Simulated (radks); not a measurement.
Results of a calculation; reference values are marked as such.
Neutral chlorine inside a hard spherical wall (all orbitals vanish at R), configuration held at [Ne] 3s2 3p5 and not refilled when levels cross. Level of theory: scalar-relativistic Kohn-Sham, LDA (Slater exchange, VWN5 correlation), spin-polarised, spherical densities, point nucleus; open shells are filled with parallel spins first (a radial shooting solver on a logarithmic mesh with Libxc functionals). Eigenvalues in eV for spin up, with the zero of energy where the potential of the charges vanishes at infinity; a dash marks a level that is unbound or too diffuse for the functional's potential to be trusted. A positive occupied level is held by the wall or, in an anion where self-interaction has pushed it up, behind a barrier. The pressure on the wall is -dE/dV.

R (bohr)  E (hartree)  kinetic (hartree)    e(2s)    e(2p)    e(3s)   e(3p)  e(4s, empty)  e(4p, empty)  pressure (GPa)
free       -460.13033            461.840  -251.79  -191.71  -21.104  -9.069        -0.334             -               0
20         -460.13033            461.840  -251.79  -191.71  -21.104  -9.069        -0.323         0.485        < 0.0001
8          -460.13011            461.843  -251.76  -191.69  -21.087  -9.052         0.831         3.182          0.0134
7          -460.12920            461.852  -251.70  -191.62  -21.037  -9.002         1.710         4.625          0.0875
4          -459.97417            462.752  -247.64  -187.53  -18.246  -5.948        18.142        25.354            39.4
2.5        -457.68771            471.470  -224.97  -164.42   -0.386  14.455        92.828        103.61            1810
1.5        -438.15029            522.955  -156.56  -93.139   103.80  122.33        420.48        413.64           57700
